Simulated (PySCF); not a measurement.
**Solvent effects on NMR parameters**

Atom-mapped SMILES (the numbers label the heavy atoms): `[O+:1]#[C:2][C@@H:3]([F:4])[C:5]#[C:6][CH2:7][CH:8]1[CH2:9][CH2:10][CH2:11]1`; H(Xn) means a hydrogen on atom n. Ha(C9), Ha(C10), Ha(C11) are cis to C7 on the ring; Ha(C7) is pro-R; Hb(C7) is pro-S; Hb(C9), Hb(C10), Hb(C11) are trans to C7 on the ring.

GIAO PBE0/pcSseg-1 in PySCF 2.14 on one PBE0-D3(BJ)/def2-SVP conformer, non-relativistic, equivalent nuclei averaged. Solvents enter as an IEF-PCM continuum (chloroform with ε = 4.7, tetrahydrofuran with ε = 7.4) around the gas-phase geometry. Shifts are referred to TMS, CFCl3 computed in the same medium.

In chloroform, δ in ppm: C2 151.7, C6 139.5, C3 76.5, C5 68.9, C8 38.1, C9 33.1, C11 30.6, C7 30.0, C10 20.9, F4 -191.3, H(C3) 7.23, Ha(C7) 3.02, Hb(C7) 2.83, H(C8) 2.68. Dipole moment 7.54 D.

Q: How does each δ change in the more polar medium?

A: 
```csv
atoms,environment,"Δδ, tetrahydrofuran"
C2,acylium carbon,+0.1
C6,alkyne carbon,-1.2
C3,propargylic sp3 CH bonded to F,+0.2
C5,alkyne carbon,+0.2
C8,sp3 CH in a ring,0.0
C9,sp3 CH2 in a ring,-0.2
C11,sp3 CH2 in a ring,0.0
C7,propargylic sp3 CH2,-0.1
C10,sp3 CH2 in a ring,0.0
F4,fluorine on an sp3 carbon,-1.3
H(C3),hydrogen on a propargylic sp3 CH bonded to F,+0.04
Ha(C7),hydrogen on a propargylic sp3 CH2,-0.02
Hb(C7),hydrogen on a propargylic sp3 CH2,-0.01
H(C8),hydrogen on an sp3 CH in a ring,+0.01
```

Changes are relative to chloroform. The dipole moment becomes 7.75 D in tetrahydrofuran.

Q: Which nuclei move most (in ppm), and what does the model miss?

A: C6 (alkyne carbon, -1.2 ppm) and F4 (fluorine on an sp3 carbon, -1.3 ppm) in tetrahydrofuran. A continuum only polarises the solute; specific hydrogen bonds, the anisotropy of aromatic solvents and changes of geometry or conformer are outside it, as are counter-ions.
